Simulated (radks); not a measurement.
Task: Species: Rb+. Configuration: [Kr]. Calculated with a radial shooting solver on a logarithmic mesh with Libxc functionals: Dirac Kohn-Sham, RPBE, spin-unpolarised, spherical densities, finite nucleus; Fermi nuclear charge, rms radius 4.2036 fm. Some entries of the table are withheld. Estimate them.

orbital,occ.,eigenvalue (eV),<r> (bohr),<1/r> (bohr^-1)
1s1/2,2,-15034.69,0.04029,37.88
2s1/2,2,-2013.081,0.1775,8.504
2p1/2,2,-1826.011,0.1523,(1)
2p3/2,4,-1765.237,0.1563,(2)
3s1/2,2,-303.7433,(3),2.824
3p1/2,2,-236.7447,0.5115,2.711
3p3/2,4,-227.6178,0.5219,2.636
3d3/2,4,-110.5454,0.5230,2.402
3d5/2,6,-108.9955,0.5267,2.383
4s1/2,2,-37.5745,1.455,0.9207
4p1/2,2,-22.2151,1.690,0.7846
4p3/2,4,-21.3335,1.727,0.7655

Result: 
(1) 2p1/2 <1/r> (bohr^-1): 8.472
(2) 2p3/2 <1/r> (bohr^-1): 8.161
(3) 3s1/2 <r> (bohr): 0.5102
